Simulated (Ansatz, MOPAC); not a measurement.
Species: SnO$_{2}$ (charge 0, singlet). SMILES: [O]=[Sn]=[O]

Atoms: Sn1, O2, O3. Bonds: Sn1-O2, Sn1-O3.

Bond lengths (Å) and angles (degrees) optimised at PM7 with MOPAC; PBE/6-31G* with LANL2DZ past Ar with Ansatz (a program for electronic structure); B3LYP/6-31G* with LANL2DZ past Ar with Ansatz, each started from the B3LYP-D3(BJ)/def2-TZVP structure (Ansatz) of the last column. A row stands for all coordinates that are equal there. 6-31G* holds six Cartesian d functions. No wavenumbers were computed at PBE/6-31G* with LANL2DZ past Ar, so these may be saddle points.

```tsv
coordinate	PM7	PBE/6-31G* with LANL2DZ past Ar	B3LYP/6-31G* with LANL2DZ past Ar	B3LYP-D3(BJ)/def2-TZVP
Sn1-O2	1.712	1.793	1.770	1.814
O2-Sn1-O3	180.0	180.0	180.0	180.0
```

Mean signed difference of all 2 bond lengths from B3LYP-D3(BJ)/def2-TZVP: PM7 -0.102 Å, PBE/6-31G* with LANL2DZ past Ar -0.021 Å, B3LYP/6-31G* with LANL2DZ past Ar -0.044 Å.
